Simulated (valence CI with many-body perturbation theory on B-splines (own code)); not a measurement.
## Ho XVII: one-electron terms

Calculated by relativistic CI+MBPT: five valence electrons over a frozen Dirac-Fock core [Kr] 4d10, radial functions for each j: 7 s, 7 p, 7 d, 7 f, 4 g, 2 h, with the one-electron correlation potential Σ1, the two-electron term Σ2, the three-electron term Σ3, Breit, model QED; selected CI, second order for the rest, scaled by the run's own slope (own B-spline code, finite nucleus).

No measured spectrum was set against this ion. As an estimate, terms of the open shell hold to a few per cent of their energy, and close levels can change places. Among the levels kept, up to 1100 cm⁻¹ of a level comes from second order outside the variational space, and about a tenth of that is noise between levels of different J, which matters for small intervals.

These are the spectroscopic orbitals of the CI (the correlating ones are not listed), shaped by the core and the other valence electrons. h is the expectation value of the core's Dirac-Fock operator, without the valence repulsion; Σ1 is computed up to l = 3 at one energy for each symmetry, that of its lowest orbital but kept below the first core excitation, so for empty shells it is not the orbital's own correlation shift; Breit and QED include the response of the core.

| Orbital | h (hartree) | Σ1 (cm⁻¹) | Breit (cm⁻¹) | QED (cm⁻¹) | ⟨r⟩ (bohr) |
| --- | --- | --- | --- | --- | --- |
| 5s1/2 | -16.737 | -18447 | 1465 | 1283 | 1.034 |
| 6s1/2 | -10.067 | -5401 | 630 | 546 | 1.746 |
| 7s1/2 | -6.7725 | -2556 | 344 | 301 | 2.613 |
| 5p1/2 | -15.497 | -17447 | 2194 | -9.5 | 1.083 |
| 6p1/2 | -9.464 | -5424 | 991 | -4.3 | 1.821 |
| 7p1/2 | -6.4305 | -2626 | 555 | -2.4 | 2.719 |
| 5p3/2 | -14.972 | -15746 | 1238 | 103 | 1.125 |
| 6p3/2 | -9.2161 | -5109 | 570 | 46.9 | 1.873 |
| 7p3/2 | -6.2922 | -2515 | 349 | 26.7 | 2.781 |
| 5d3/2 | -12.938 | -11278 | 618 | -68.6 | 1.236 |
| 6d3/2 | -8.2238 | -4466 | 332 | -35.8 | 2.027 |
| 7d3/2 | -5.7181 | -2328 | 195 | -20.9 | 2.998 |
| 5d5/2 | -12.833 | -10832 | 335 | -31.9 | 1.248 |
| 6d5/2 | -8.1722 | -4327 | 181 | -16.7 | 2.041 |
| 7d5/2 | -5.6884 | -2264 | 109 | -9.7 | 3.014 |
| 4f5/2 | -18.669 | -26842 | -351 | -246 | 0.5987 |
| 5f5/2 | -10.477 | -7959 | -10.9 | -54.8 | 1.412 |
| 4f7/2 | -18.605 | -26330 | -998 | -197 | 0.6026 |
| 5f7/2 | -10.456 | -7907 | -165 | -42.0 | 1.415 |
| 5g7/2 | -8.7383 |  | -30.5 | -4.4 | 1.540 |
| 5g9/2 | -8.738 |  | -47.0 | -2.6 | 1.540 |

Among the shells of the start configuration 4f5, Σ1 is largest in size for 4f5/2, where it is 0.66 % of h.

Lowest root of each symmetry, sizes in configuration state functions:

```tsv
J	Parity	Roots	Reference	Variational	Second order	Change by selected CI (cm⁻¹)	Change by second order (cm⁻¹)
1/2	even	3	44	31993	887614	-14944	-60
3/2	even	6	82	31315	1760909	-14877	-202
5/2	even	8	106	29030	2490830	-14749	-385
7/2	even	8	113	28249	2735757	-13744	-349
9/2	even	8	107	28440	2926144	-13732	-412
11/2	even	7	87	27986	2754546	-13757	-405
13/2	even	7	64	28780	2449743	-13819	-373
15/2	even	6	43	30733	2009537	-13962	-284
17/2	even	4	25	31995	1353282	-14162	-160
19/2	even	2	10	31137	1215543	-14915	-70
1/2	odd	9	49	26753	1458018	-10237	-32
3/2	odd	17	94	25930	2140495	-10160	-179
5/2	odd	23	121	25863	2682119	-9679	-275
7/2	odd	24	132	24595	2869773	-9482	-383
9/2	odd	24	128	24607	2332616	-9414	-402
11/2	odd	24	111	24624	3148637	-9438	-378
13/2	odd	19	84	23876	2745811	-9549	-306
15/2	odd	15	62	25018	2355853	-9710	-226
17/2	odd	9	37	23903	1977925	-9846	-187
19/2	odd	5	20	24612	1377026	-9896	-58
21/2	odd	3	9	21645	364832	-9923	-16
23/2	odd	1	3	10845	341112	-10039	-21
```
